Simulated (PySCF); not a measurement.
PySCF job for B(CF3)(H)(OMe) (C2H4BF3O), SMILES FC(F)(F)BOC, TDA-M06-2X/def2-SVPD. The structure is a stationary point at PBE0-D3(BJ)/def2-SVP. One conformer was computed; it need not be the lowest.

```python
import numpy as np
from pyscf import gto, scf, dft, tdscf

mol = gto.M(
    atom='''
    B    -0.21834205   -0.27294617    1.15392019
    C     0.60731473    0.50367397   -0.00002844
    F    -0.18036804    1.38558467   -0.65114925
    F     1.08031911   -0.35352494   -0.92656978
    F     1.65234393    1.18677295    0.46998558
    H     0.06882575   -0.12522301    2.31536846
    O    -1.22671086   -1.08726473    0.85543357
    C    -1.70755145   -1.39166526   -0.43952767
    H    -1.17677497   -2.27045264   -0.83367685
    H    -2.77540805   -1.63245321   -0.35251885
    H    -1.58048023   -0.55056874   -1.13530478
    ''',
    basis='def2-SVPD',
    charge=0,
    spin=0,
    max_memory=1600,
    verbose=4,
)
mf = dft.RKS(mol, xc='m06-2x').density_fit(auxbasis='def2-universal-jkfit')
mf.grids.level = 4
mf.conv_tol = 1e-9
mf.max_cycle = 100
mf.kernel()
mf.grids = dft.Grids(mol).set(level=2).build(with_non0tab=True)  # coarser grid for the response kernel
td = tdscf.TDA(mf)
td.singlet = True
td.nstates = 10
td.conv_tol = 1e-4
td.positive_eig_threshold = 1e-6
td.kernel(x0=td.get_init_guess(mf, 15))
td.analyze()
tt = tdscf.TDA(mf)
tt.singlet = False
tt.nstates = 4
tt.conv_tol = 1e-4
tt.positive_eig_threshold = 1e-6
tt.kernel(x0=tt.get_init_guess(mf, 9))
tt.analyze(verbose=3)
```

It prints:

```
PySCF version 2.14.0

[INPUT] verbose = 4
[INPUT] num. atoms = 11
[INPUT] num. electrons = 56
[INPUT] charge = 0
[INPUT] spin (= nelec alpha-beta = 2S) = 0
[INPUT] symmetry False subgroup None
[INPUT] Mole.unit = angstrom
[INPUT] Symbol           X                Y                Z      unit          X                Y                Z       unit  Magmom
[INPUT]  1 B     -0.218342050000  -0.272946170000   1.153920190000 AA   -0.412606675976  -0.515793508049   2.180593128706 Bohr   0.0
[INPUT]  2 C      0.607314730000   0.503673970000  -0.000028440000 AA    1.147658511114   0.951805859372  -0.000053743811 Bohr   0.0
[INPUT]  3 F     -0.180368040000   1.385584670000  -0.651149250000 AA   -0.340846197225   2.618375548696  -1.230493748716 Bohr   0.0
[INPUT]  4 F      1.080319110000  -0.353524940000  -0.926569780000 AA    2.041507245034  -0.668065314803  -1.750963119499 Bohr   0.0
[INPUT]  5 F      1.652343930000   1.186772950000   0.469985580000 AA    3.122477491288   2.242675847542   0.888144028695 Bohr   0.0
[INPUT]  6 H      0.068825750000  -0.125223010000   2.315368460000 AA    0.130061817818  -0.236637193394   4.375412266856 Bohr   0.0
[INPUT]  7 O     -1.226710860000  -1.087264730000   0.855433570000 AA   -2.318147559430  -2.054632564599   1.616535165059 Bohr   0.0
[INPUT]  8 C     -1.707551450000  -1.391665260000  -0.439527670000 AA   -3.226804584104  -2.629866198472  -0.830586920468 Bohr   0.0
[INPUT]  9 H     -1.176774970000  -2.270452640000  -0.833676850000 AA   -2.223782403543  -4.290533668396  -1.575420922890 Bohr   0.0
[INPUT] 10 H     -2.775408050000  -1.632453210000  -0.352518850000 AA   -5.244761098413  -3.084889478067  -0.666164080247 Bohr   0.0
[INPUT] 11 H     -1.580480230000  -0.550568740000  -1.135304780000 AA   -2.986674779990  -1.040424131347  -2.145415102110 Bohr   0.0

nuclear repulsion = 323.807658220331
number of shells = 76
number of NR pGTOs = 262
number of NR cGTOs = 184
basis = def2-SVPD
ecp = {}


[settings echo left out]
init E= -478.662089439143
  HOMO = -0.331635500015027  LUMO = -0.0654544940688817  gap/eV = 7.24315
cycle= 1 E= -477.591883534803  delta_E= 1.07  |g|= 0.92  |ddm|= 4.21
  HOMO = -0.355847619140454  LUMO = -0.0334719647460728  gap/eV = 8.77229
cycle= 2 E= -477.535351748229  delta_E= 0.0565  |g|= 1.14  |ddm|=  1.7
  HOMO = -0.393988100160658  LUMO = -0.0151124400150859  gap/eV = 10.30973
cycle= 3 E= -477.751817808407  delta_E= -0.216  |g|= 0.0816  |ddm|= 0.967
  HOMO = -0.38483407927089  LUMO = -0.00963179724603691  gap/eV = 10.20977
cycle= 4 E= -477.752782582008  delta_E= -0.000965  |g|= 0.0462  |ddm|= 0.119
  HOMO = -0.389072443775708  LUMO = -0.0104454919715389  gap/eV = 10.30296
cycle= 5 E= -477.75317450403  delta_E= -0.000392  |g|= 0.0105  |ddm|= 0.0533
  HOMO = -0.389092298922  LUMO = -0.0101871543541971  gap/eV = 10.31053
cycle= 6 E= -477.753194146621  delta_E= -1.96e-05  |g|= 0.00212  |ddm|= 0.0116
  HOMO = -0.389014733760689  LUMO = -0.0101909355710417  gap/eV = 10.30832
cycle= 7 E= -477.75319523544  delta_E= -1.09e-06  |g|= 0.000375  |ddm|= 0.00411
  HOMO = -0.389038400302137  LUMO = -0.0101846921429045  gap/eV = 10.30913
cycle= 8 E= -477.753195280112  delta_E= -4.47e-08  |g|= 0.000155  |ddm|= 0.000924
  HOMO = -0.38904575078612  LUMO = -0.0101905069134895  gap/eV = 10.30918
cycle= 9 E= -477.753195286392  delta_E= -6.28e-09  |g|= 3.09e-05  |ddm|= 0.000251
  HOMO = -0.389045387636617  LUMO = -0.0101889874768419  gap/eV = 10.30921
cycle= 10 E= -477.753195286695  delta_E= -3.03e-10  |g|= 1.28e-05  |ddm|= 5.94e-05
  HOMO = -0.389045473945739  LUMO = -0.0101885025082886  gap/eV = 10.30922
Extra cycle  E= -477.753195286696  delta_E= -1.02e-12  |g|= 1.42e-05  |ddm|= 2.15e-05
converged SCF energy = -477.753195286696
tot grids = 101136
Overwritten attributes  positive_eig_threshold  of <class 'pyscf.tdscf.rks.TDA'>


******** <class 'pyscf.tdscf.rks.TDA'> for <class 'pyscf.df.df_jk.DFRKS'> ********
nstates = 10 singlet
deg_eia_thresh = 1.000e-03
wfnsym = None
conv_tol = 0.0001
eigh lindep = 1e-12
eigh level_shift = 0
eigh max_cycle = 100


Excitation energies (eV)
[ 6.20919159  8.22871171  8.32491642  8.69912967  9.30361869  9.5597123
  9.65827844  9.80327632 10.08169453 10.2993446 ]

** Singlet excitation energies and oscillator strengths **
Excited State   1:      6.20919 eV    199.68 nm  f=0.0005
      28 -> 29       -0.68955
Excited State   2:      8.22871 eV    150.67 nm  f=0.0159
      20 -> 29        0.14093
      25 -> 29        0.11396
      26 -> 29       -0.62993
      27 -> 29       -0.20254
Excited State   3:      8.32492 eV    148.93 nm  f=0.1853
      26 -> 29       -0.18962
      27 -> 29        0.65031
Excited State   4:      8.69913 eV    142.52 nm  f=0.0069
      28 -> 30        0.66696
      28 -> 33       -0.11246
Excited State   5:      9.30362 eV    133.26 nm  f=0.0087
      27 -> 30        0.63875
      27 -> 32        0.15408
      27 -> 33       -0.13591
Excited State   6:      9.55971 eV    129.69 nm  f=0.0431
      25 -> 29        0.66171
      26 -> 29        0.11289
      27 -> 30        0.11359
Excited State   7:      9.65828 eV    128.37 nm  f=0.0141
      26 -> 31       -0.12446
      28 -> 30       -0.11491
      28 -> 31        0.49609
      28 -> 32        0.35384
      28 -> 33       -0.20251
      28 -> 35       -0.10931
Excited State   8:      9.80328 eV    126.47 nm  f=0.0296
      26 -> 30       -0.25332
      28 -> 30       -0.10808
      28 -> 31       -0.41717
      28 -> 32        0.43086
      28 -> 33       -0.16062
Excited State   9:     10.08169 eV    122.98 nm  f=0.0518
      27 -> 31       -0.55079
      27 -> 32       -0.17850
      27 -> 33        0.27640
      27 -> 34       -0.11834
      27 -> 35        0.15456
Excited State  10:     10.29934 eV    120.38 nm  f=0.0425
      26 -> 31        0.11581
      28 -> 32        0.30495
      28 -> 33        0.50446
      28 -> 34       -0.11471
      28 -> 36        0.27678

** Transition electric dipole moments (AU) **
state          X           Y           Z        Dip. S.      Osc.
  1         0.0499     -0.0277     -0.0124      0.0034      0.0005
  2         0.2325      0.0143      0.1572      0.0790      0.0159
  3        -0.5651     -0.5924     -0.4882      0.9086      0.1853
  4        -0.0888     -0.0688      0.1400      0.0322      0.0069
  5        -0.1703      0.0946     -0.0019      0.0380      0.0087
  6         0.2983     -0.3081     -0.0160      0.1841      0.0431
  7         0.0376      0.0278     -0.2394      0.0595      0.0141
  8        -0.1811     -0.0689     -0.2929      0.1233      0.0296
  9        -0.2718      0.3676      0.0289      0.2099      0.0518
 10         0.1521      0.1287      0.3586      0.1683      0.0425

** Transition velocity dipole moments (imaginary part, AU) **
state          X           Y           Z        Dip. S.      Osc.
  1         0.0137     -0.0134     -0.0006      0.0004      0.0011
  2         0.0500     -0.0089      0.0304      0.0035      0.0077
  3        -0.1026     -0.1074     -0.1137      0.0350      0.0762
  4        -0.0224     -0.0143      0.0410      0.0024      0.0050
  5        -0.0378      0.0214     -0.0028      0.0019      0.0037
  6         0.0022      0.0085      0.0055      0.0001      0.0002
  7         0.0354      0.0271     -0.0877      0.0097      0.0182
  8        -0.0610     -0.0206     -0.1332      0.0219      0.0405
  9        -0.1068      0.1413      0.0124      0.0315      0.0567
 10         0.0376      0.0277      0.1490      0.0244      0.0429

** Transition magnetic dipole moments (imaginary part, AU) **
state          X           Y           Z
  1        -0.6663     -0.5381     -0.1701
  2        -0.1004     -0.5790      0.3923
  3        -0.7908      0.7183      0.0571
  4         0.0482     -0.0874      0.0276
  5        -0.5776     -0.4845      0.5676
  6        -0.7703     -0.6893      0.4489
  7        -0.5500      0.5759      0.0415
  8         0.1909     -0.1823      0.0214
  9         0.3946      0.3594      0.4562
 10        -0.0918      0.0526     -0.0327


******** <class 'pyscf.tdscf.rks.TDA'> for <class 'pyscf.df.df_jk.DFRKS'> ********
nstates = 4 triplet
deg_eia_thresh = 1.000e-03
wfnsym = None
conv_tol = 0.0001
eigh lindep = 1e-12
eigh level_shift = 0
eigh max_cycle = 100


Excitation energies (eV)
[5.74322474 6.51499046 7.85465225 8.40017973]

** Triplet excitation energies and oscillator strengths **
Excited State   1:      5.74322 eV    215.88 nm  f=0.0000
Excited State   2:      6.51499 eV    190.31 nm  f=0.0000
Excited State   3:      7.85465 eV    157.85 nm  f=0.0000
Excited State   4:      8.40018 eV    147.60 nm  f=0.0000
```

The calculation finished and met its thresholds.

Cost: about 18 core-minutes (a rough figure).
